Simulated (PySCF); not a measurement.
H$_{7}$BOSi$_{2}$, SMILES `B(O)([SiH3])[SiH3]` (H–O–B–Si torsion 0°), neutral singlet in the gas phase. 

Cartesian coordinates (Å):
```xyz
11

O     -0.0988     1.8886    -0.4528
B     -0.0699     0.5691    -0.1349
Si     1.6984    -0.4050     0.1559
Si    -1.8578    -0.3856     0.0309
H      0.7666     2.3096    -0.5295
H      1.8370    -1.5485    -0.7815
H      2.8552     0.5117    -0.0568
H      1.7842    -0.9408     1.5384
H     -1.9469    -1.0530     1.3566
H     -1.9375    -1.4565    -0.9981
H     -3.0305     0.5103    -0.1283
```
Charge 0, multiplicity 1.

All levels are single points at this geometry (B3LYP-D3(BJ)/def2-TZVP); Pople sets use spherical d functions. Orbital energies aren't observables, and empty levels follow the basis.

PBE/6-31G* in PySCF gives gap (eV) = 3.75.

Q: Estimate the gap (eV) from each of these levels: B3LYP-D3(BJ)/def2-TZVP in PySCF; B3LYP/3-21G in PySCF; B3LYP/6-311+G** in PySCF; HF/3-21G in PySCF; HF/6-31G* in PySCF.

A: 
```tsv
level	gap (eV)
B3LYP-D3(BJ)/def2-TZVP in PySCF	5.33
B3LYP/3-21G in PySCF	5.72
B3LYP/6-311+G** in PySCF	5.38
HF/3-21G in PySCF	12.20
HF/6-31G* in PySCF	12.22
```
